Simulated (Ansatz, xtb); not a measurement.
System: C3H7O2, charge 1, multiplicity 1. It need not be the lowest isomer of its formula. SMILES: C[OH+]C(C)=O
Coordinates optimised at B3LYP-D3(BJ)/def2-TZVP (Ansatz, an electronic-structure program):
```xyz
12

C     -1.9406     0.0662     0.1628
C     -0.6216    -0.1905    -0.4234
O     -0.1058    -0.6206    -1.3493
O      0.5259     0.4578     0.6931
C      1.9541     0.1530     0.4938
H     -2.6933    -0.2442    -0.5610
H     -2.0431     1.1290     0.3874
H     -2.0563    -0.5091     1.0841
H      2.1121     0.1504    -0.5792
H      2.5139     0.9577     0.9615
H      2.1818    -0.8166     0.9281
H      0.2727     0.4627     1.6300
```
Charge +1, spin multiplicity 1.

Harmonic wavenumbers from GFN2-xTB (xtb, at its own minimum), cm⁻¹: 46, 79, 135, 216, 336, 365, 485, 548, 652, 967, 972, 992, 1026, 1042, 1101, 1204, 1340, 1366, 1381, 1389, 1418, 1434, 2068, 2989, 3016, 3018, 3024, 3044, 3057, 3324.

Give the harmonic wavenumbers at B3LYP-D3(BJ)/def2-TZVP (Ansatz, finite differences of forces, unscaled).

70, 107, 131, 203, 246, 337, 436, 505, 571, 904, 936, 1060, 1072, 1112, 1168, 1349, 1396, 1451, 1454, 1468, 1489, 1493, 2129, 3049, 3083, 3121, 3149, 3184, 3199, 3724 cm⁻¹. Zero-point energy 62.3 kcal/mol.

From these and the geometry, give the ideal-gas thermochemistry at 298.15 K and 1 atm (rigid rotor, harmonic oscillator).

Point group C1, rotational symmetry number 1. Rotational constants 9.092, 3.557, 2.654 GHz. S(trans) 38.86, S(rot) 25.73, S(vib) 18.09, S(elec, spin only) 0.00, S 82.7 cal/(mol K). H(298) - H(0) 5.21 kcal/mol; G - E(el) 42.9 kcal/mol.
